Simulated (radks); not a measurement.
Valence configurations of Mg II (all share [Ne]). Calculated with a radial shooting solver on a logarithmic mesh with Libxc functionals: non-relativistic Kohn-Sham, PBE, spin-polarised, spherical densities, point nucleus; open shells are filled with parallel spins first. Energies are relative to 3s1; eigenvalues in eV for spin up.

valence      E (eV)  moment (Bohr magnetons)   e(3p)    e(3s)
3s1           0.000                        1       -  -11.899
3p1           4.393                        1  -8.221        -
3s0.5 3p0.5   2.198                        1  -7.868  -12.266

NIST lists [Ne] 3s1 as the ground configuration; this level of theory agrees among the configurations tried. The energies are those of spherical high-spin densities, not of single terms.
